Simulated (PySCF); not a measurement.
# Al: excitation energy

Al [Ne] 3s2 3p1 (2P) → Al [Ne] 3s1 3p1 3d1 (high-spin determinant), as a difference of total energies. Calculation: PySCF 2.14, in x2c-QZVPPall with one added diffuse shell each of s, p, d, f type (10s7p5d3f1g, 86 functions); the spin-free X2C one-electron Hamiltonian (Gaussian nucleus). Correlated levels: valence: [Ne] frozen. The calculations carry no spin-orbit coupling.

| method | excitation energy (eV) |
| --- | --- |
| UHF | 7.636 |
| MP2 (valence) | 8.474 |
| SCS-MP2 (valence) | 8.757 |
| CCSD (valence) | 8.571 |
| CCSD(T) (valence) | 8.517 |

Question: How much does correlation contribute at CCSD(T) (valence)?

Answer: 8.517 − (7.636) = 0.881 eV, measured against UHF.

The upper state lies above the first ionisation limit, but in LS coupling its spin forbids autoionisation to the ground ion.

The promoted electron is Rydberg-like, and one or two diffuse shells describe it only roughly, which tends to raise the upper state.

The coupled-cluster amplitudes are large for the upper state (T1 above 0.03 or a double amplitude above 0.15), so a single reference is strained.

The determinant of the upper state mixes LS terms, which raises its energy above the lowest term, most at the Hartree-Fock and MP2 levels.
